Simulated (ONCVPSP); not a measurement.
# Ranking ONCV potentials for boron

All share these settings but for the change named:

- Element: B
- Generator: ONCVPSP 4.0.1
- Type: optimised norm-conserving Vanderbilt (ONCV)
- Functional: BLYP
- Relativity: scalar-relativistic
- Frozen core: [He]
- Valence charge: 3
- Reference configuration: 2s2 2p1
- Partial waves: 2s: rc 1.25 bohr, ncon 4, nbas 8, qcut 6.3 1/bohr, local; 2p: rc 2.00 bohr, ncon 5, nbas 8, qcut 3.7 1/bohr, 2 projectors, debl 3 Ha; d scattering state at 0.05 Ha: rc 2.10 bohr, ncon 3, nbas 7, qcut 5 1/bohr, 2 projectors, debl 2.4 Ha
- Local potential: the s channel
- Core correction: Teter function, fcfact 3.75, rcfact 1.35

Test errors are all-electron minus pseudo excitation energies from the reference, over 2s2 2p0; 2s1 2p0; 2s2 2p0.5; 2s1 2p2. None of these files shows a bound ghost.

The base gives 159.5 meV.

Of 6 variants that were run, those that failed, showed a ghost or another fault, or gave nearly equal values are left out.

A variant can come out equal or close to the base, since the largest error may sit in a test that the change hardly touches while other tests move.

Question: Rank these variants by their largest absolute test error, smallest first.
A. core correction Teter function, fcfact 3.75, rcfact 2
B. core correction Teter function, fcfact 3.75, rcfact 1.42
C. core correction Teter function, fcfact 3.75, rcfact 1.56
D. core correction Teter function, fcfact 3.75, rcfact 1.18
E. core correction Teter function, fcfact 3.75, rcfact 1.84

Answer: A (18.2 meV), E (48.7 meV), C (124.1 meV), B (149.7 meV), D (174.2 meV).
